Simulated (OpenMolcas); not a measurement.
## Cr3+, Mo3+, W3+: d³ down the group

```yaml
Program: OpenMolcas 26.06
Method: MS-RASPT2, IPEA 0.25 Eh, imaginary shift 0.1 Eh
Basis: ANO-R2
Scalar_Hamiltonian: X2C, finite nucleus
Spin-orbit_coupling: RASSI with atomic mean-field integrals over the reference wave functions, term energies averaged over their components
```

Active space for each ion: 9 electrons in 8 orbitals (RAS1 p, at most 2 holes; RAS2 d); closed shells correlated by CASPT2: Cr3+ 3s; Mo3+ 4s; W3+ 5s.

Computed levels in cm-1 above ⁴F_3/2:

```
                               Level   Cr3+   Mo3+    W3+
                              ⁴F_5/2    261    815   4090
                              ⁴F_7/2    616   1838   7590
                              ⁴F_9/2   1058   2990  10190
                              ⁴P_1/2  14780  10570  19410
                              ⁴P_3/2  14890  10520  20190
                              ⁴P_5/2  15200  11930  18570
                              ²G_7/2  15800  11960  16510
                              ²G_9/2  16180  12700  26200
                              ²P_1/2  20340  14300  11880
weight of ⁴F in the lowest level (%)    100     99     85
```

Mixed levels, with the weight of the term that names them: W3+ ⁴F_9/2 (68 %), W3+ ⁴P_1/2 (51 %), W3+ ⁴P_3/2 (50 %), W3+ ²G_9/2 (54 %), W3+ ²P_1/2 (51 %).

Measured, with the error of the calculation in %. Measured levels: Cr3+ from Sugar and Corliss, J. Phys. Chem. Ref. Data 6, 317 (1977); Mo3+ from Sugar and Musgrove, J. Phys. Chem. Ref. Data 17, 155 (1988); W3+ from the list in J. Phys. B 45, 035001 (2012).

| Level | Cr3+ | Mo3+ | W3+ |
| --- | --- | --- | --- |
| ⁴F_5/2 | 236 (+10.5) | 778 (+4.8) | 3537 (+15.5) |
| ⁴F_7/2 | 556 (+10.9) | 1760 (+4.5) | 6745 (+12.6) |
| ⁴F_9/2 | 946 (+11.9) | 2865 (+4.4) | 9256 (+10.1) |
| ⁴P_1/2 | 14059 (+5.1) | 10338 (+2.3) |  |
| ⁴P_3/2 | 14177 (+5.1) | 10331 (+1.8) |  |
| ⁴P_5/2 | 14471 (+5.0) | 11612 (+2.8) | 17190 (+8.0) |
| ²G_7/2 | 15052 (+5.0) | 11580 (+3.3) | 15261 (+8.2) |
| ²G_9/2 | 15402 (+5.0) | 12311 (+3.1) |  |
| ²P_1/2 | 19519 (+4.2) | 14348 (-0.4) |  |

The fine-structure level ⁴F_9/2 changes by a factor of 9.63 from Cr3+ to W3+.

Without spin-orbit coupling ⁴P lies 14440, 9710, 9660 cm-1 above ⁴F in that order; the difference to the level ⁴P_1/2, of either sign, comes from spin-orbit coupling, which also lowers the zero.

CASPT2 breaks the degeneracy within a term, and the mean is taken; among the terms shown or strongly mixed into the levels shown the widest spread is 1100 cm-1 (4d³ ⁴F, Mo3+). Over all roots computed the reference weight is 0.91 to 0.97 in W3+; the roots of lowest weight are the least certain, and an intruder state may touch them. Active for correlation alone: 3p; no level in the range computed is led by a configuration that opens it, so any true level of that kind is missing (holds for Cr3+). Active for correlation alone: 4p; no level in the range computed is led by a configuration that opens it, so any true level of that kind is missing (holds for Mo3+). Active for correlation alone: 5p; no level in the range computed is led by a configuration that opens it, so any true level of that kind is missing (holds for W3+). The CASPT2 spread within a term exceeds the gap to the next term for 5d³ ⁴P and 5d³ ²G, 5d³ ²H and 5d³ ²D(1), so the order of their levels is uncertain (holds for W3+). Some terms miss by over 15 % even with CASPT2, which points to a basis or an active space too small for the shells correlated (holds for W3+). Measured partners are found by configuration, term and J. A level has none where our copy of the source lacks it or the pairing is in doubt (some pairs that miss far off the trend of their configuration count as doubtful), and it then counts in no deviation. Levels of configurations outside the active space are missing.

A number in round brackets counts repeated terms of one configuration in the order of the reference energies.
